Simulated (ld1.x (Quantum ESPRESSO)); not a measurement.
**tellurium, TM: configuration errors across variants**

* Element: Te (Z = 52)
* Generator: ld1.x (Quantum ESPRESSO) 7.5
* Type: norm-conserving Troullier–Martins (Kleinman–Bylander form)
* Functional: PBE
* Relativity: scalar-relativistic
* Frozen core: [Kr]
* Valence charge: 16
* Reference configuration: 4d10 5s2 5p4
* Partial waves: 5s (bound): rc 1.60 bohr; 5p (bound): rc 1.60 bohr; 4d (bound): rc 1.30 bohr; 4f channel at 0.25 Ry: rc 1.35 bohr
* Local potential: the f channel
* Core correction: a·sin(br)/r model core inside 0.85 bohr

All-electron excitation energies from the reference (eV): (1) 4d10 5s2 5p3 9.729; (2) 4d10 5s2 5p2 27.653; (3) 4d10 5s2 5p1 54.551; (4) 4d10 5s1 5p5 9.255; (5) 4d10 5s1 5p4 19.571; (6) 4d10 5s0 5p6 18.701.

Tests that are not counted but printed errors over 1 eV. “base”: 4d9 5s2 5p4 (solver errors, printed error -2551 eV). “all radii but the core radius scaled by about 0.94 (s 1.50, p 1.50, d 1.22, f 1.26 bohr)”: 4d9 5s2 5p4 (solver errors, printed error -2491 eV). “all radii but the core radius scaled by about 1.33 (s 2.12, p 2.12, d 1.72, f 1.80 bohr)”: 4d9 5s2 5p4 (solver errors, printed error -2523 eV).

A true bound ghost makes a file unfit for plane-wave use even where its test errors are small: the radial tests pick states by their node count and pass the ghost by. Where a test does run into it, the solver fails or the error is huge.

Errors AE − PS in meV (a dash: test not solved or not reliable):

| change | (1) | (2) | (3) | (4) | (5) | (6) | bound ghosts |
| --- | --- | --- | --- | --- | --- | --- | --- |
| base | +0.9 | +10 | +32 | -0.8 | +4.2 | -2.7 | s, p |
| all radii but the core radius scaled by about 0.75 (s 1.20, p 1.20, d 0.96, f 1.00 bohr) | -3.8 | -24 | -93 | +1.9 | -1.7 | +12 | p, s |
| all radii but the core radius scaled by about 0.85 (s 1.36, p 1.36, d 1.10, f 1.14 bohr) | -4.5 | -25 | -82 | -3.7 | -5.1 | -11 | s, p |
| all radii but the core radius scaled by about 0.94 (s 1.50, p 1.50, d 1.22, f 1.26 bohr) | +2.9 | +27 | +105 | -1.1 | +7.4 | -7.8 | s, p |
| all radii but the core radius scaled by about 1.08 (s 1.72, p 1.72, d 1.40, f 1.46 bohr) | +0.2 | +5.7 | +17 | -1.0 | +3.2 | -2.8 | s, p |
| all radii but the core radius scaled by about 1.16 (s 1.86, p 1.86, d 1.50, f 1.56 bohr) | -0.4 | +2.5 | +8.4 | -2.1 | +1.2 | -7.3 | s, p |
| all radii but the core radius scaled by about 1.24 (s 1.98, p 1.98, d 1.62, f 1.68 bohr) | -1.1 | -0.4 | +2.4 | -3.5 | -1.7 | -13 | s, p |
| all radii but the core radius scaled by about 1.33 (s 2.12, p 2.12, d 1.72, f 1.80 bohr) | -2.0 | -4.0 | -4.0 | -6.5 | -7.1 | -26 | s, p |

Problem. Give the same row for: all radii but the core radius scaled by about 1.40 (s 2.24, p 2.24, d 1.82, f 1.88 bohr).

Solution. -2.4, -5.7, -6.5, -9.2, -11, -38; bound ghosts: s, p. Not counted: 4d9 5s2 5p4 (solver errors, printed error -1785 eV).
